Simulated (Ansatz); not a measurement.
Reaction (ligand exchange at the Si–S bond): `CO[SiH2]S[SiH2]OC` + `[OH][GeH3]` → `CO[SiH2][O][GeH3]` + `CO[SiH2]S`

Gas-phase electronic energies from Ansatz, PBE0-D4/def2-TZVP geometries. CBS: MP2 limit from def2 TZ/QZ plus the TZ coupled-cluster correction, frozen cores. This one scheme is used for every species. DFT in def2-TZVPP. B3LYP here is the variant with VWN-RPA as its local correlation; programs differ in this. For Ge outer-core shells are correlated without core-valence functions, which leaves a few kJ/mol of doubt a bond. Scalar relativity is left out up to krypton. Each species was taken in one conformer, which may not be the lowest.

`CO[SiH2]S[SiH2]OC`:

Z-matrix (Å, degrees):
```
C
O 1 1.410
H 1 1.091 2 108.2
H 1 1.095 2 111.2 3 119.0
H 1 1.096 2 111.7 3 -119.5
Si 2 1.641 1 123.0 3 167.6
S 6 2.118 2 108.4 1 -167.2
H 6 1.486 2 112.2 1 74.5
H 6 1.489 2 108.3 1 -45.6
Si 7 2.146 6 101.2 2 33.3
O 10 1.633 7 115.0 6 62.5
H 10 1.482 7 109.9 6 -62.0
H 10 1.478 7 103.1 6 178.1
C 11 1.408 10 125.9 7 -82.5
H 14 1.091 11 108.2 10 -155.8
H 14 1.095 11 110.8 10 85.3
H 14 1.095 11 111.7 10 -36.0
```

`[OH][GeH3]`:

Z-matrix (Å, degrees):
```
Ge
O 1 1.783
H 1 1.531 2 104.3
H 1 1.541 2 109.9 3 119.6
H 1 1.541 2 109.9 3 -119.6
H 2 0.959 1 112.7 3 180.0
```

`CO[SiH2][O][GeH3]`:

```xyz
13

C     0.670   -0.001    2.200
O     0.228   -0.339    0.908
Si   -1.113    0.291    0.199
O    -1.059   -0.102   -1.371
Ge    0.321   -0.350   -2.470
H     0.022   -0.436    2.970
H     1.678   -0.398    2.334
H     0.703    1.085    2.346
H    -2.352   -0.281    0.785
H    -1.095    1.768    0.400
H    -0.275   -0.271   -3.881
H     1.350    0.767   -2.233
H     0.923   -1.733   -2.188
```

`CO[SiH2]S`:

```xyz
10

C    -1.137    0.572   -1.092
O     0.118    0.040   -0.730
Si    0.639   -0.013    0.822
S     2.421   -1.154    0.943
H    -1.317    0.335   -2.142
H    -1.948    0.140   -0.494
H    -1.158    1.661   -0.974
H    -0.438   -0.595    1.666
H     1.009    1.334    1.329
H     1.812   -2.321    0.671
```

Task: Is it downhill or uphill in electronic energy at CCSD(T)/CBS, and by how much? (An estimate is asked.)

Result: The calculation gave: Downhill: ΔE = -51.5 kJ/mol.

Task: What do these levels give: r2SCAN-D4, B3LYP-D4, r2SCAN, PBE0, SCS-MP2/def2-TZVPP, CCSD/def2-TZVPP? (Best estimate.)

Result: Computed: r2SCAN-D4 -47.6, B3LYP-D4 -50.2, r2SCAN -50.3, PBE0 -47.8, SCS-MP2/def2-TZVPP -58.1, CCSD/def2-TZVPP -60.2 kJ/mol.

Largest T1 diagnostic among the species: 0.012.

The D4 term adds +12.6 kJ/mol with B3LYP and +7.6 kJ/mol with PBE0; it sums over pairs of atoms, weighted by their polarisabilities, and B3LYP, whose exchange is more repulsive, gets the larger term. From PBE to PBE0 (25 % exact exchange), in def2-TZVPP and without D4, ΔE moves by −5.1 kJ/mol. In def2-TZVPP, CCSD(T) changes the Hartree–Fock value by +26.4 kJ/mol (the triples alone add +5.2 kJ/mol) and MP2 by +31.0 kJ/mol.
